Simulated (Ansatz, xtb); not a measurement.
# Relative energy of two isomers of CH6F2SiSn

Structure X is `C[Si](F)(F)[SnH3]`, a singlet and structure Y is `F[SiH](F)[CH2][SnH3]`, a singlet. Both are isolated molecules in the gas phase, relaxed with PBE0-D3(BJ)/def2-SVP; the shapes shown needn't be the lowest conformers.

X (Å):

```xyz
11

C    -2.1073   -1.2079   -2.6038
F     0.2214   -1.2274   -4.2072
F    -0.8712    1.0728   -3.7284
Si   -0.5208   -0.3614   -3.0499
Sn    1.1591    0.0431   -1.1591
H    -2.6647   -0.6217   -1.8574
H    -2.7391   -1.3229   -3.4988
H    -1.9112   -2.2071   -2.1858
H     2.5519    0.8366   -1.7548
H     1.6284   -1.4477   -0.4566
H     0.4501    1.0113    0.0640
```

Y (Å):

```csv
atom,x (Å),y (Å),z (Å)
C,-0.5733,-1.6749,-0.6816
F,-0.6388,-4.4921,-0.2000
F,-2.6485,-3.0802,0.5988
Si,-1.0342,-3.0581,0.4363
Sn,-1.7812,0.0996,-0.3581
H,-0.4430,-2.9847,1.7922
H,0.4860,-1.4060,-0.5432
H,-0.7104,-1.9746,-1.7333
H,-0.9302,1.4455,-0.9896
H,-2.0307,0.3106,1.3227
H,-3.2741,-0.0957,-1.1646
```

Question: Which of the two would you expect CCSD(T)/def2-SVP + ΔMP2/def2-TZVPP electronic energies to favour?

Answer: Structure X; the calculation gives E(Y) − E(X) = +4.2 kcal/mol.

How the difference moves with the method:

```
                             level              geometry  E(Y) − E(X) (kcal/mol)  departure from the last row (kcal/mol)  job, with rough time for the two
                          GFN2-xTB              GFN2-xTB                     +12.0                                    +7.8              optimisation, 0.17 s
                         HF/STO-3G              GFN2-xTB                     +11.4                                    +7.2               single point, 1.1 s
                r2SCAN-D4/def2-SVP              GFN2-xTB                      +8.1                                    +3.9               single point, 5.6 s
              PBE0-D3(BJ)/def2-SVP  PBE0-D3(BJ)/def2-SVP                      +8.5                                    +4.3                optimisation, 98 s
                       HF/def2-SVP  PBE0-D3(BJ)/def2-SVP                      +5.1                                    +0.9           part of the CCSD(T) run
                      MP2/def2-SVP  PBE0-D3(BJ)/def2-SVP                      +3.1                                    −1.1           part of the CCSD(T) run
                  CCSD(T)/def2-SVP  PBE0-D3(BJ)/def2-SVP                      +4.3                                    +0.1                      single point
CCSD(T)/def2-SVP + ΔMP2/def2-TZVPP  PBE0-D3(BJ)/def2-SVP                      +4.2                                                        single point, 69 s
```

As drawn, Y has 1 C–Sn, 1 Si–H in place of 1 Si–Sn, 1 C–H.

The levels shown agree on the order. The largest departure from CCSD(T)/def2-SVP + ΔMP2/def2-TZVPP is that of GFN2-xTB, 7.8 kcal/mol. The last row adds to CCSD(T) the change of the MP2 difference between the two basis sets, here −0.1 kcal/mol.

With harmonic frequencies from PBE0-D3(BJ)/def2-SVP (ideal gas, rigid rotor, one conformer each, 298.15 K, 1 atm): on the last row, ΔE + ΔZPE = +3.4 kcal/mol. A mode under 50 cm⁻¹ makes harmonic enthalpies and free energies unreliable, so none is given.

The correlated steps freeze 12 core orbitals; the filled d shell of Sn is correlated, in a basis made for valence electrons. Atoms past krypton carry core potentials in the def2 sets, other sets are all-electron and non-relativistic, and no spin–orbit term is included. Codes used: Ansatz 0.2.0, xtb 6.7.1; the last row on 2 threads of Arm Neoverse V2 on a shared host.
